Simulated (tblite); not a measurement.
Compound: C4H7FGe.
SMILES: `FC1=C[CH2][GeH2][CH2]1`

Method: GFN2-xTB as coded in tblite; computed harmonic values from a numerical Hessian at the method's own geometry, unscaled. The method is semi-empirical: single wavenumbers can be off by several per cent or more. Modes of hydrogen on germanium can be 10 to 20 % off.

Harmonic wavenumbers (cm⁻¹): 50.7, 236.6, 310.8, 350.4, 395.5, 419.9, 515.3, 520.9, 610.2, 647.0, 677.0, 734.5, 781.4, 823.6, 840.3, 882.3, 1033.7, 1079.1, 1091.3, 1104.1, 1184.4, 1205.6, 1271.5, 1433.9, 1444.1, 1738.7, 1955.3, 2020.4, 2944.8, 2954.6, 2968.1, 2977.1, 3090.6.

A = 5198, B = 1563, C = 1237 MHz; mass 147.974 u (most abundant isotopes); point group Cs, symmetry number 1.

Problem. What is the zero-point energy?

Solution. Half the sum of the wavenumbers: 20147 cm⁻¹ = 57.60 kcal/mol.

Problem. Give the ideal-gas entropy at 350 K and 1 bar in the rigid-rotor, harmonic-oscillator model (classical rotation).

Solution. Translation 41.71, rotation 28.34, vibration 18.39: S = 88.4 cal/(mol K).

Problem. And Cp and H(350 K) − H(0)?

Solution. Cp = 32.22 cal/(mol K), of which vibrations give 24.27 (their classical limit is 33 R = 65.6); H(350 K) − H(0) = 6.51 kcal/mol without the zero-point energy, 3.73 from vibrations.

Problem. Blend soft modes into free rotors: weight 1/[1 + (100 cm⁻¹/ν̃)⁴] for the oscillator and the rest for a rotor with moment μB/(μ + B), μ = h/(8π²ν), B = 10⁻⁴⁴ kg m². What vibrational entropy results?

Solution. 17.07 cal/(mol K) in place of 18.39, which changes −T·S at 350 K by +0.46 kcal/mol.

Problem. How do the functions run with temperature in this model?

Solution. 
| T (K) | S (cal/(mol K)) | Cp (cal/(mol K)) | H − H(0) (kcal/mol) | G − H(0) (kcal/mol) | ln q(vib) |
| --- | --- | --- | --- | --- | --- |
| 150 | 68.9 | 15.8 | 1.67 | -8.67 | 1.21 |
| 250 | 79.0 | 24.3 | 3.67 | -16.07 | 2.44 |
| 298.15 | 83.6 | 28.3 | 4.94 | -19.98 | 3.12 |
| 400 | 93.0 | 35.6 | 8.21 | -28.98 | 4.67 |
| 600 | 109.6 | 46.1 | 16.46 | -49.27 | 7.92 |
| 900 | 130.2 | 55.6 | 31.84 | -85.35 | 12.69 |

q(vib) and H(0) count from the zero-point level.

Hindered rotation and anharmonicity are outside this model.
